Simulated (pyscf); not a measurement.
# `[NH2][Al]`, singlet

Gas-phase minimum from PySCF at ωB97X-D3(BJ)/def2-SVP, one conformer. Other isomers of H₂N–Al [singlet] were not searched in full and may lie lower. 

SMILES: [Al][NH2]
```xyz
4

N      0.1852    -0.0361    -0.6832
Al    -0.2230    -0.0916    -2.4361
H      0.2436     0.8042    -0.1095
H      0.3981    -0.8395    -0.0933
```
Charge 0, spin multiplicity 1.

Bond lengths (Å): N1–Al2 1.801, N1–H3 1.019, N1–H4 1.019. Angles (°): Al2–N1–H3 125.9, Al2–N1–H4 125.9, H3–N1–H4 108.2.

Properties at ωB97X-D3(BJ)/def2-SVP:

```
Property                                                                                                                                              Value
---------------------------------------------------------------------------------------------------------------------  ------------------------------------
Harmonic wavenumbers, unscaled                                                                                         436, 457, 769, 1521, 3567, 3655 cm⁻¹
Zero-point energy                                                                                                                             14.9 kcal/mol
Rotational symmetry number                                                                                                                                2
Entropy of this conformer at 298 K and 1 atm, rigid rotor and harmonic oscillator, modes under 100 cm⁻¹ raised to 100                       237.5 J/(mol K)
Dipole moment                                                                                                                                        1.89 D
```

Single-point totals, which compare only within one level (frozen core for MP2 and CC):

```json
[
 {"level": "ωB97X-D3(BJ)/def2-TZVP", "total energy (hartree)": "-298.45872"},
 {"level": "PBE/def2-TZVP", "total energy (hartree)": "-298.21977"},
 {"level": "r²SCAN/def2-TZVP", "total energy (hartree)": "-298.35944"},
 {"level": "B3LYP-D3(BJ)/def2-TZVP", "total energy (hartree)": "-298.45453"},
 {"level": "PBE0-D3(BJ)/def2-TZVP", "total energy (hartree)": "-298.24430"},
 {"level": "M06-2X/def2-TZVP", "total energy (hartree)": "-298.38334"},
 {"level": "ωB97M-D3(BJ)/def2-TZVP", "total energy (hartree)": "-298.48304"},
 {"level": "HF/def2-TZVPP", "total energy (hartree)": "-297.57613"},
 {"level": "MP2/def2-TZVPP", "total energy (hartree)": "-297.85292"},
 {"level": "CCSD/def2-TZVPP", "total energy (hartree)": "-297.87172"},
 {"level": "CCSD(T)/def2-TZVPP", "total energy (hartree)": "-297.88293"}
]
```

The CCSD(T) − MP2 part came from Ansatz, without density fitting, on the same reference.
